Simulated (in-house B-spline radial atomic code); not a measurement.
**Ionising Se XXIII (Se22+) with different functionals**

Computed with a radial B-spline atomic code at the basis-set limit: non-relativistic Hamiltonian, point nucleus, spin-polarised at highest spin, spherical fractional occupations for the functionals. The ionisation energy is the difference of two self-consistent energies, [Ne] 3s2 → [Ne] 3s1, without Breit or QED terms; ε is the level of the shell that loses the electron (its least bound occupied spin orbital). There is no spin-orbit coupling in this Hamiltonian.

```
           method                    rung  ΔSCF (eV)  -ε(3s) (eV)
LDA exchange-only                     LDA     972.12       952.45
              PBE                     GGA          ?            ?
             AM05                     GGA          ?            ?
          revTPSS                meta-GGA     974.01       955.18
             PBE0           global hybrid     974.94       959.57
            B97-1           global hybrid     975.26       958.78
            HSE06  range-separated hybrid     975.05       959.33
```

(1) What does AM05 give?

(2) What does PBE give?

(3) Among the functionals, which spreads more, the ΔSCF values or the orbital energies?

(4) How do they compare with the NIST value?

## Answers

(1) ΔSCF 973.87 eV, and -ε(3s) = 954.31 eV.

(2) ΔSCF 975.65 eV, and -ε(3s) = 955.03 eV.

(3) The orbital energies: ΔSCF values span about 3.53 eV and the orbital energies 7.12 eV.

(4) NIST lists 990 eV ± 1.3 (semi-empirical, ground level to ground level). Errors run from -17.48 to -13.95 eV. The correlated functionals all miss on the same side by more than they spread, so the cause is common to them (relativity, Breit-QED terms, the near-degeneracy of s² and p², or a listed next ion that isn't the cheapest removal here) and closeness doesn't rank the functionals.
